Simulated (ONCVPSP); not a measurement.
**hafnium (Hf), ONCV: configuration errors across variants**

ONCVPSP 4.0.1 input, shortened (lines: element, Z, core and valence counts, functional; n l f; lmax; l rc ep ncon nbas qcut; lloc lpopt rc5 dvloc0; l nproj debl; icmod fcfact rcfact), PBE, scalar-relativistic:

```
  Hf 72.00    9    5        4      upf
    1    0    2.00
    2    0    2.00
    2    1    6.00
    3    0    2.00
    3    1    6.00
    3    2   10.00
    4    0    2.00
    4    1    6.00
    4    2   10.00
    4    3   14.00
    5    0    2.00
    5    1    6.00
    5    2    3.00
    6    0    1.00
    3
    0    1.75    0.00    3    6    5.30
    1    1.55    0.00    5    9    9.20
    2    1.95    0.00    4    9    4.10
    3    0.60    0.00    3    8   17.40
    4    5    0.40    0.00
    0    2    2.90
    1    2    3.20
    2    2    0.60
    3    2    4.00
    3    5.25    1.35
```

All-electron excitation energies from the reference (eV): (1) 4f14 5s2 5p6 5d2 6s2 -2.593; (2) 4f14 5s2 5p6 5d2 6s1 5.384; (3) 4f14 5s2 5p6 5d2 6s0 19.564; (4) 4f14 5s2 5p6 5d2.5 6s1.5 -1.338.

A true bound ghost makes a file unfit for plane-wave use even where its test errors are small: the radial tests pick states by their node count and pass the ghost by.

Errors AE − PS in meV (a dash: test not solved or not reliable):

| change | (1) | (2) | (3) | (4) | bound ghosts | GHOST(+) flags above zero |
| --- | --- | --- | --- | --- | --- | --- |
| base | +0.3 | +0.1 | -3.3 | +1.1 | s, p, d | p, d |
| p: rc 1.06 | +0.2 | +0.1 | -3.3 | +1.0 | s, p, d | p, d |
| p: rc 1.24 | +0.3 | +0.1 | -3.3 | +1.1 | s, p, d | p, d |
| p: rc 1.4 | +0.4 | +0.1 | -3.3 | +1.1 | s, p, d | p, d |
| p: rc 1.56 | +0.3 | +0.1 | -3.3 | +1.1 | s, p, d | p, d |
| p: rc 1.78 | +0.2 | +0.1 | -3.4 | +1.1 | s, p, d | p, d |
| p: rc 1.88 | +0.2 | 0.0 | -3.4 | +1.0 | s, p, d | p, d |
| p: rc 2.08 | +0.1 | 0.0 | -3.4 | +1.0 | s, p, d | d |

Q: Give the same row for: p: rc 2.26.

A: 0.0, -0.1, -3.4, +1.0; bound ghosts: s, p, d; GHOST(+) flags above zero: p, d.
